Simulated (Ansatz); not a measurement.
AlBClH₂N (`[Cl][Al]1[BH][NH]1`), charge 0, multiplicity 1.

Task: Give a relaxed structure at PBE0-D4/def2-TZVP (Ansatz). (An estimate is asked.)

Result: Computed: 
Cartesian coordinates in Å:
```
Cl -1.526 0.299 2.693
Al -0.249 0.433 1.047
B 0.844 0.390 -0.613
N -0.222 -0.515 -0.489
H 1.654 0.599 -1.462
H -0.500 -1.207 -1.176
```
Point group Cs.
